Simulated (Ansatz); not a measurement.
`N[Si](O)(S)S`, charge 0, multiplicity 1.

Question: Give a relaxed structure at PBE0-D4/def2-TZVP (Ansatz 0.2.0). (Best estimate.)

Answer: The calculation gave: 
Cartesian coordinates in Å:
```
N 0.7814 -0.9238 1.0650
Si 0.0040 0.0338 -0.1125
O -1.5163 -0.5488 -0.3121
S 1.3302 -0.1204 -1.7698
S -0.3244 2.1130 0.2535
H 1.7716 -0.8153 1.2176
H 0.3012 -1.1255 1.9284
H -1.5750 -1.4893 -0.4968
H 0.8306 0.9605 -2.3902
H -1.6033 1.9159 0.6170
```
This is one stationary point; other conformers may exist.
